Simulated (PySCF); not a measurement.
A GIAO shielding run with PySCF (density fitting, non-relativistic, gas phase) on SMILES FC([C@@]1(C)CO1)F, C₄H₆F₂O:

```
$ OMP_NUM_THREADS=1 python probes_run.py task.json out

{"job": {"kind": "nmr", "xc": "PBE0", "basis": "IGLO-III", "pop": true}, "charge": 0, "multiplicity": 1}
C     -1.101564    -0.905201     0.288955
C     -0.075376     0.098584    -0.148330
C      1.346830    -0.400202    -0.189061
F      1.755008    -0.727302     1.058064
F      1.427014    -1.515557    -0.946544
C     -0.276631     1.540369     0.006021
O     -0.399701     0.917150    -1.253322
H     -2.102402    -0.453804     0.280601
H     -0.875024    -1.264465     1.303189
H     -1.095547    -1.767154    -0.393192
H      2.029988     0.358554    -0.608602
H     -1.210341     1.892340     0.461987
H      0.583633     2.212024     0.127851
```

Hardware: 1 thread of an Arm Neoverse V2, shared host. The job also computes population analyses, field gradients, ring-centre shieldings.

**Question.** How large is the calculation?

**Answer.** 56 electrons, 305 basis functions and 764 auxiliary functions.

**Question.** How long does it take, and how much memory does it need?

**Answer.** 43 s of wall time, with 14 SCF cycles and 5 response iterations; peak memory 1.1 GiB. Times on a shared host scatter by some tens of per cent.

**Question.** And these other runs on the same molecule and hardware: GIAO shielding at PBE0/6-311+G(2d,p); GIAO shielding at PBE0/6-31G*; GIAO shielding at PBE0/aug-cc-pVDZ; GIAO shielding at PBE0/cc-pVDZ; GIAO shielding at PBE0/cc-pVTZ; GIAO shielding at PBE0/def2-SVP?

**Answer.** PBE0/6-311+G(2d,p): 225 functions, 28 s; PBE0/6-31G*: 110 functions, 10 s; PBE0/aug-cc-pVDZ: 215 functions, 27 s; PBE0/cc-pVDZ: 128 functions, 12 s; PBE0/cc-pVTZ: 294 functions, 44 s; PBE0/def2-SVP: 128 functions, 11 s.
